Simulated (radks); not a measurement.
Task: The chlorine ion Cl9+, 8 electrons, occupied as [He] 2s2 2p4. Calculated with a radial shooting solver on a logarithmic mesh with Libxc functionals: scalar-relativistic Kohn-Sham, BLYP, spin-polarised, spherical densities, finite nucleus; open shells are filled with parallel spins first; Fermi nuclear charge, rms radius 3.3654 fm. Some entries of the table are withheld. Estimate them.

orbital  occ.  eigenvalue (hartree)  <r> (bohr)
1s up       1             -111.7276     0.09085
1s down     1             -111.5410     0.09070
2s up       1             -18.11493      0.4183
2s down     1             -17.76185      0.4213
2p up       3             -16.14896         (1)
2p down     1             -15.74422         (2)
3s up       0              -6.56116       1.091
3s down     0              -6.48581       1.102
3p up       0              -5.99433         (3)
3p down     0              -5.91411         (4)
3d up       0                   (5)       1.016
3d down     0                   (6)       1.036

Result: 
(1) 2p up <r> (bohr): 0.3724
(2) 2p down <r> (bohr): 0.3762
(3) 3p up <r> (bohr): 1.089
(4) 3p down <r> (bohr): 1.103
(5) 3d up eigenvalue (hartree): -5.24455
(6) 3d down eigenvalue (hartree): -5.15815
